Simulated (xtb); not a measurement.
Input for xtb: GFN2-xTB on AsBH4O2 (SMILES OB(O)[AsH2]), a point of a torsion scan.

```
$ xtb mol.xyz --gfn 2 --opt vtight --chrg 0 --uhf 0 --input xcontrol
8

O     -1.50526877    -1.25031264     0.29307245
B     -0.55916317    -0.18566776    -0.06919227
O     -1.07092585     1.19698187     0.00516850
As     1.44839498    -0.43416256    -0.01105448
H     -2.18634410    -0.89955241     0.93587377
H     -0.38802369     1.83945340    -0.24738453
H      2.21999881     0.41156386    -1.03677465
H      2.04030959    -0.42229602     1.41530768
$constrain
  force constant=1.0
  dihedral: 1,2,4,7,150.0
$end
```

Output:

```
[...]
           -------------------------------------------------
          |                Calculation Setup                |
           -------------------------------------------------



           -------------------------------------------------
          |                 G F N 2 - x T B                 |
           -------------------------------------------------

        Reference                      10.1021/acs.jctc.8b01176
      * Hamiltonian:
        H0-scaling (s, p, d)           1.850000    2.230000    2.230000
        zeta-weighting                 0.500000
      * Dispersion:
        s8                             2.700000
        a1                             0.520000
        a2                             5.000000
        s9                             5.000000
      * Repulsion:
        kExp                           1.500000    1.000000
        rExp                           1.000000
      * Coulomb:
        alpha                          2.000000
        third order                    shell-resolved
        anisotropic                    true
        a3                             3.000000
        a5                             4.000000
        cn-shift                       1.200000
        cn-exp                         4.000000
        max-rad                        5.000000


          ...................................................
          :                      SETUP                      :
          :.................................................:
          :  # basis functions                  26          :
          :  # atomic orbitals                  25          :
          :  # shells                           13          :
          :  # electrons                        24          :
          :  max. iterations                   250          :
          :  Hamiltonian                  GFN2-xTB          :
          :  restarted?                      false          :
          :  GBSA solvation                  false          :
          :  PC potential                    false          :
          :  electronic temp.          300.0000000     K    :
          :  accuracy                    1.0000000          :
          :  -> integral cutoff          0.2500000E+02      :
          :  -> integral neglect         0.1000000E-07      :
          :  -> SCF convergence          0.1000000E-05 Eh   :
          :  -> wf. convergence          0.1000000E-03 e    :
          :  Broyden damping             0.4000000          :
          :  net charge                          0          :
          :  unpaired electrons                  0          :
          ...................................................

 iter      E             dE          RMSdq      gap      omega  full diag
   1    -13.4813117 -0.134813E+02  0.962E+00    4.17       0.0  T
   2    -13.6258755 -0.144564E+00  0.969E+00    0.82       1.0  T
   3    -13.8075500 -0.181674E+00  0.475E+00    2.34       1.0  T
   4    -13.7328833  0.746666E-01  0.573E+00    1.41       1.0  T
   5    -13.8102164 -0.773331E-01  0.153E+00    2.12       1.0  T
   6    -13.8147171 -0.450073E-02  0.322E-01    2.36       1.0  T
   7    -13.8148527 -0.135532E-03  0.134E-01    2.41       1.0  T
   8    -13.8148796 -0.269658E-04  0.280E-02    2.45       1.3  T
   9    -13.8148821 -0.245883E-05  0.287E-02    2.43       1.2  T
  10    -13.8148830 -0.945604E-06  0.619E-03    2.44       5.7  T
  11    -13.8148830  0.296026E-07  0.368E-03    2.44       9.6  T
  12    -13.8148831 -0.677808E-07  0.597E-04    2.44      59.2  T
  13    -13.8148831 -0.157542E-09  0.824E-04    2.44      42.9  T

   *** convergence criteria satisfied after 13 iterations ***

         #    Occupation            Energy/Eh            Energy/eV
      -------------------------------------------------------------
         1        2.0000           -0.6938997             -18.8820
       ...           ...                  ...                  ...
         6        2.0000           -0.5226195             -14.2212
         7        2.0000           -0.5045721             -13.7301
         8        2.0000           -0.4892889             -13.3142
         9        2.0000           -0.4628569             -12.5950
        10        2.0000           -0.4544014             -12.3649
        11        2.0000           -0.4212076             -11.4616
        12        2.0000           -0.3376964              -9.1892 (HOMO)
        13                         -0.2481358              -6.7521 (LUMO)
        14                         -0.1577453              -4.2925
        15                         -0.1033962              -2.8136
        16                         -0.0737549              -2.0070
        17                         -0.0027655              -0.0753
       ...                                ...                  ...
        25                          0.8022675              21.8308
      -------------------------------------------------------------
                  HL-Ga
[...]
0 eV
             Fermi-level           -0.2803540 Eh           -7.6288 eV

 SCC (total)                   0 d,  0 h,  0 min,  0.002 sec
 SCC setup                      ...        0 min,  0.000 sec (  2.098%)
 Dispersion                     ...        0 min,  0.000 sec (  0.673%)
 classical contributions        ...        0 min,  0.000 sec (  0.323%)
 integral evaluation            ...        0 min,  0.000 sec ( 26.573%)
 iterations                     ...        0 min,  0.000 sec ( 18.723%)
 molecular gradient             ...        0 min,  0.001 sec ( 48.846%)
 printout                       ...        0 min,  0.000 sec (  2.486%)

         :::::::::::::::::::::::::::::::::::::::::::::::::::::
         ::                     SUMMARY                     ::
         :::::::::::::::::::::::::::::::::::::::::::::::::::::
         :: total energy             -13.843981059728 Eh    ::
         :: gradient norm              0.000155012734 Eh/a0 ::
         :: HOMO-LUMO gap              4.849025283026 eV    ::
         ::.................................................::
         :: SCC energy               -13.919856667124 Eh    ::
         :: -> isotropic ES            0.069321295615 Eh    ::
         :: -> anisotropic ES         -0.001378571701 Eh    ::
         :: -> anisotropic XC         -0.001417449861 Eh    ::
         :: -> dispersion             -0.003762566218 Eh    ::
         :: repulsion energy           0.075875530740 Eh    ::
         :: add. restraining           0.000000076655 Eh    ::
         :: total charge               0.000000000000 e     ::
         :::::::::::::::::::::::::::::::::::::::::::::::::::::

           -------------------------------------------------
          |                Property Printout                |
           -------------------------------------------------

    * Orbital Energies and Occupations

         #    Occupation            Energy/Eh            Energy/eV
      -------------------------------------------------------------
         1        2.0000           -0.6970093             -18.9666
         2        2.0000           -0.6917450             -18.8233
         3        2.0000           -0.6003989             -16.3377
         4        2.0000           -0.5951257             -16.1942
         5        2.0000           -0.5799514             -15.7813
         6        2.0000           -0.5193776             -14.1330
         7        2.0000           -0.5163554             -14.0507
         8        2.0000           -0.4901315             -13.3372
         9        2.0000           -0.4644477             -12.6383
        10        2.0000           -0.4305638             -11.7162
        11        2.0000           -0.4125489             -11.2260
        12        2.0000           -0.3694532             -10.0533 (HOMO)
        13                         -0.1912548              -5.2043 (LUMO)
        14                         -0.1363139              -3.7093
        15                         -0.1167171              -3.1760
        16                         -0.0023755              -0.0646
        17                          0.0342750               0.9327
        18                          0.0970230               2.6401
        19                          0.1054798               2.8703
        20                          0.2220511               6.0423
        21                          0.2887734               7.8579
        22                          0.4841274              13.1738
        23                          0.5137825              13.9807
       ...                                ...                  ...
        25                          0.8247577              22.4428
      -------------------------------------------------------------
                  HL-Gap            0.1781984 Eh            4.8490 eV
             Fermi-level           -0.2803540 Eh           -7.6288 eV

     #   Z          covCN         q      C6AA      α(0)
     1   8 O        1.601    -0.456    22.001     6.330
     2   5 B        2.519     0.409    16.948     7.140
     3   8 O        1.594    -0.486    22.634     6.421
     4  33 As       2.893     0.031   213.368    26.770
     5   1 H        0.805     0.303     0.711     1.325
     6   1 H        0.806     0.302     0.716     1.329
     7   1 H        0.970    -0.056     4.236     3.216
     8   1 H        0.971    -0.046     3.983     3.119

 Mol. C6AA /au·bohr⁶  :       1130.788480
 Mol. C8AA /au·bohr⁸  :      46232.794292
 Mol. α(0) /au        :         55.649504


Wiberg/Mayer (AO) data.
largest (>0.10) Wiberg bond orders for each atom

 ---------------------------------------------------------------------------
     #   Z sym  total        # sym  WBO       # sym  WBO       # sym  WBO
 ---------------------------------------------------------------------------
     1   8 O    2.204 --     2 B    1.211     5 H    0.879
     2   5 B    3.355 --     1 O    1.211     3 O    1.177     4 As   0.933
     3   8 O    2.149 --     2 B    1.177     6 H    0.886
     4  33 As   2.969 --     7 H    0.979     8 H    0.974     2 B    0.933
     5   1 H    0.908 --     1 O    0.879
     6   1 H    0.909 --     3 O    0.886
     7   1 H    0.997 --     4 As   0.979
     8   1 H    0.998 --     4 As   0.974
 ---------------------------------------------------------------------------

Topologies differ in total number of bonds
Writing topology from bond orders to xtbtopo.mol

molecular dipole:
                 x           y           z       tot (Debye)
 q only:       -0.075       0.279      -0.045
   full:       -0.766       0.851       0.048       2.912
molecular quadrupole (traceless):
                xx          xy          yy          xz          yz          zz
 q only:        0.598       0.996       0.021      -0.423      -0.014      -0.618
  q+dip:       -1.330       4.033      -0.075      -0.188      -0.102       1.405
   full:       -1.165       4.302      -1.106      -0.106      -0.223       2.271

           -------------------------------------------------
          |                Geometry Summary                 |
           -------------------------------------------------

      molecular mass/u    :      121.7631955
   center of mass at/Å    :        0.5826567      -0.5105530       0.0805847
  moments of inertia/u·Å² :        0.5246467E+02   0.1978320E+03   0.2458638E+03
rotational constants/cm⁻¹ :        0.3213140E+00   0.8521186E-01   0.6856491E-01

 * 6 selected distances

     #   Z          #   Z                                           value/Å
     1   8 O        2   5 B                                       1.3459711
     2   5 B        3   8 O                                       1.3553517
     1   8 O        5   1 H                                       0.9599917
     3   8 O        6   1 H                                       0.9564747 (min)
     4  33 As       7   1 H                                       1.5159985 (max)
     4  33 As       8   1 H                                       1.5108327

 * 3 distinct bonds (by element types)

   Z      Z             #   av. dist./Å        max./Å        min./Å
   1 H    8 O           2     0.9582332     0.9599917     0.9564747
   5 B    8 O           2     1.3506614     1.3553517     1.3459711
   1 H   33 As          2     1.5134156     1.5159985     1.5108327


optimized geometry written to: xtbopt.xyz


           -------------------------------------------------
          | TOTAL ENERGY              -13.843981059728 Eh   |
          | GRADIENT NORM               0.000155012734 Eh/α |
          | HOMO-LUMO GAP               4.849025283026 eV   |
           -------------------------------------------------

------------------------------------------------------------------------
------------------------------------------------------------------------
Note: The following floating-point exceptions are signalling: IEEE_UNDERFLOW_FLAG IEEE_DENORMAL
normal termination of xtb
 total:
 SCF:
 ANC optimizer:
```

The run finished.

Warnings raised: the energy holds the restraint's term.

Cost: roughly 0.07 core-seconds.
